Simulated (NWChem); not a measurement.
# Correlation energy of Sn (+1)

```
Sn
```
Charge +1, spin multiplicity 2.

All runs are NWChem calculations.

Basis set: def2-SVP. Each correlation energy counts from its own Hartree-Fock reference.

Effective core potentials replace the inner electrons of Sn; spin-orbit coupling is left out. The correlated methods keep 4 core orbitals frozen. No SCF solution was tested for a lower state. Open-shell Hartree-Fock references start from PBE0 orbitals. Coupled-cluster values serve here as a point of comparison, not as the truth.

| method | correlation energy (mHa) |
|---|---|
| UMP2 | [?] |
| SCS-UMP2 | -48.4 |
| CCSD on UHF | -61.0 |
| CCSD[T] on UHF | -62.3 |
| CCSD(T) on UHF | -62.2 |
| CCSD on ROHF | [?] |
| CCSD[T] on ROHF | -65.4 |
| CCSD(T) on ROHF | -65.4 |
| CCSDT on ROHF | -65.6 |

Q: Complete the blanks.

A: 
- UMP2, correlation energy (mHa): -46.3
- CCSD on ROHF, correlation energy (mHa): -64.1
